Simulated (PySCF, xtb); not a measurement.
SeFCl, SMILES Cl[Se]F.

Harmonic wavenumbers (cm⁻¹) from GFN2-xTB run with xtb at its own minimum, in rising order: 181, 386, 487.

### Question
What does r2SCAN-D4/def2-TZVP in PySCF give at its own minimum? (An estimate is asked for; the answer gives what the named calculation found.)

### Answer
210, 427, 662. Paired by order, the mean absolute difference is 82 cm⁻¹ and the zero-point energies are 1.5 and 1.9 kcal/mol.
